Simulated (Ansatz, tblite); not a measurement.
Cost and result up the ladder for Cd₇CuTe₇Br₂ (17 atoms). Total charge 0; doublet. Geometry: PBE-D4/def2-SVP.

```xyz
17

Te    1.386    1.088    0.978
Te   -0.594   -3.553    0.533
Te    3.036    2.838   -2.552
Te   -0.108   -0.187   -3.493
Te   -2.040    0.453    3.697
Te   -3.588   -0.327   -0.428
Te   -2.134    3.403   -1.006
Cd    0.645   -0.112    3.461
Cd    0.420    2.980   -1.884
Cd   -2.153   -1.565    1.750
Cd    1.577   -1.780    0.826
Cu   -1.737    0.944   -1.825
Cd   -1.235   -1.735   -1.479
Cd    2.299    0.227   -2.042
Cd   -1.488    1.519    1.021
Br    2.271   -2.177    3.542
Br    3.443   -2.015   -1.101
```

Ansatz on 2 threads of AMD EPYC 7R13 on a shared host and a share (18 GiB) of an NVIDIA H100 80GB HBM3; xTB runs through tblite on one thread. Times are rough, summed over both states, and most runs start from the orbitals of an earlier one. PBE0-D4/def2-SVP serves as the yardstick here, not as an exact answer. The other state is a triplet.

In the def2 sets Cd, Te take a core potential; there is no spin–orbit coupling. The xTB rows come from tblite. Single mean-field runs in def2-SVP are fitted with def2-universal-jkfit. HOMO above LUMO, or a gap near zero within one spin, warns that the state may not be the lowest or that an electron is smeared out. No other spin state of charge 0 was run.

Raw xTB energies of ions are shifted by several eV, and xTB has no spin-polarisation term.

| level | functions | wall time | vertical IE (eV) | difference from PBE0-D4/def2-SVP (eV) | remarks |
| --- | --- | --- | --- | --- | --- |
| GFN1-xTB | 118 | 0.19 s | 10.62 | 3.72 | – |
| GFN2-xTB | 118 | 0.62 s | 11.58 | 4.68 | – |
| PBE-D4/def2-SVP (with forces) | 494 | 25 s | 6.85 | -0.06 | gap within one spin near zero (+1 triplet), gap within one spin near zero (doublet) |
| HF/def2-SVP | 494 | 30 s | 5.80 | -1.10 | – |
| PBE0-D4/def2-SVP (with forces) | 494 | 36 s | 6.90 | 0.00 | – |
